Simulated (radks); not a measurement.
Q: The terbium ion Tb52+, configuration [Ne] 3s2 3p1. Method: non-relativistic Kohn-Sham, PBE, spin-polarised, spherical densities, point nucleus; open shells are filled with parallel spins first (spin-orbit coupling, left out, can overturn this in heavy ions); relativity is left out, which matters for an element this heavy; computed with a radial shooting solver on a logarithmic mesh with Libxc functionals. Some entries of the table are withheld. Estimate them.

orbital  occ.  eigenvalue (hartree)  <1/r> (bohr^-1)  <r^2> (bohr^2)
1s up       1             -1926.745            64.48       0.0007270
1s down     1             -1926.631            64.48       0.0007269
2s up       1             -417.5390            15.25         0.01116
2s down     1             -417.4399            15.25         0.01116
2p up       3             -405.8375            15.23        0.008264
2p down     3             -405.7068            15.22        0.008261
3s up       1             -172.4534            6.422         0.06015
3s down     1             -171.9860            6.417         0.06024
3p up       1                   (1)            6.376             (2)
3p down     0                   (3)            6.374             (4)

A: 
(1) 3p up eigenvalue (hartree): -168.1768
(2) 3p up <r^2> (bohr^2): 0.05448
(3) 3p down eigenvalue (hartree): -167.7081
(4) 3p down <r^2> (bohr^2): 0.05454
